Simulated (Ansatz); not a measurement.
Cl$_{2}$H$_{5}$NO$_{2}$Si$_{2}$, SMILES `O[SiH](O)N[SiH](Cl)Cl`. Total charge 0; spin multiplicity 1. The structure was optimised at the PBE0-D4/def2-TZVP level. It is one conformer, not always the lowest.

```xyz
12

O    -2.039   -0.116   -1.471
Si   -0.900    0.539   -0.502
O    -1.677    1.016    0.859
N     0.249   -0.730   -0.284
Si    1.808   -0.662    0.374
Cl    2.105   -2.230    1.650
Cl    1.959    1.116    1.392
H    -2.931    0.219   -1.371
H    -0.206    1.698   -1.101
H    -1.170    1.498    1.514
H    -0.118   -1.656   -0.471
H     2.921   -0.692   -0.590
```

Q: What is the dipole moment at ωB97M-V/def2-TZVPP? (An estimate is asked.)

A: Computed: 0.99 D, with components (-0.83, 0.39, -0.39) D in this frame, pointing from negative to positive charge.

Q: And with PBE, r2SCAN, B3LYP? (Estimate.)

A: Ansatz gave: PBE 1.03 D, r2SCAN 1.05 D, B3LYP 0.99 D.

Q: Give the Mulliken charges with ωB97M-V, B3LYP, r2SCAN in def2-TZVPP. (An estimate is asked.)

A: The calculation gave: 
| atom | ωB97M-V | B3LYP | r2SCAN |
| --- | --- | --- | --- |
| O1 | -0.39 | -0.41 | -0.42 |
| Si2 | 0.58 | 0.65 | 0.66 |
| O3 | -0.37 | -0.38 | -0.40 |
| N4 | -0.31 | -0.31 | -0.37 |
| Si5 | 0.50 | 0.59 | 0.64 |
| Cl6 | -0.19 | -0.23 | -0.23 |
| Cl7 | -0.21 | -0.25 | -0.25 |
| H8 | 0.19 | 0.20 | 0.21 |
| H9 | -0.06 | -0.11 | -0.11 |
| H10 | 0.18 | 0.19 | 0.20 |
| H11 | 0.11 | 0.13 | 0.15 |
| H12 | -0.02 | -0.06 | -0.07 |

B3LYP here is the variant with VWN-RPA as its local correlation; programs differ in this.
